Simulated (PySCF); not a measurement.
Here is a computed PBE0-D3(BJ)/def2-SVP geometry (Å):
```
atom  x, y, z in Å
Cl1   -4.053   -1.444    0.854
B2    -3.216   -0.274   -0.138
Cl3   -4.154    0.750   -1.196
C4    -1.657   -0.149   -0.080
C5    -0.891   -0.969    0.760
C6     0.491   -0.826    0.787
N7     1.122    0.079    0.033
Ga8    3.237    0.305    0.181
C9     0.416    0.869   -0.780
C10   -0.968    0.788   -0.864
H11   -1.369   -1.719    1.392
H12    1.125   -1.449    1.423
H13    3.516    0.796   -1.298
H14    3.296    1.394    1.329
H15    3.594   -1.186    0.579
H16    0.992    1.581   -1.378
H17   -1.509    1.452   -1.541
```

Neutral, closed shell.

Task: Which heavy atoms are bonded, and with what formal order?

Result: Cl1–B2 1.75 Å (single); B2–Cl3 1.75 Å (single); B2–C4 1.56 Å (single); C4–C5 1.40 Å (aromatic); C5–C6 1.39 Å (aromatic); C6–N7 1.34 Å (aromatic); N7–Ga8 2.13 Å (single); N7–C9 1.34 Å (aromatic); C9–C10 1.39 Å (aromatic); C4–C10 1.40 Å (aromatic). Bonds to hydrogen (Å): C5–H11 1.09; C6–H12 1.09; Ga8–H13 1.58; Ga8–H14 1.58; Ga8–H15 1.58; C9–H16 1.09; C10–H17 1.09. The orders are those of one drawing; other resonance forms can be drawn.

Task: Give the structure as a SMILES string.

Result: `ClB(Cl)c1cc[n+]([GaH3-])cc1`, C5H7BCl2GaN.

Task: What is the point group of this geometry?

Result: Cs (tolerance 0.08 Å).

Task: Which rings does it hold (smallest set)?

Result: C4–C5–C6–N7–C9–C10 (6 members, 0.00 Å rms from planarity).

Task: Classify the heavy atoms.

Result: Cl1/Cl3: chlorine bonded to B; B2: three-coordinate boron; C4: substituted aromatic carbon; C5/C10: aromatic CH carbon; C6/C9: aromatic CH next to a ring nitrogen; N7: nitrogen bonded to 2 C and Ga; Ga8: gallium bonded to N and 3 H.

Task: What is the arrangement about B2?

Result: It has 3 neighbours (Cl1, Cl3, C4) and is planar (angles 120.7°, 120.7° and 118.7°, sum 360.0°, 0.00 Å off the plane of its three neighbours).

Task: What is the arrangement about N7?

Result: It has 3 neighbours (C6, Ga8, C9) and is planar (angles 120.3°, 120.1° and 119.6°, sum 360.0°, 0.02 Å off the plane of its three neighbours).
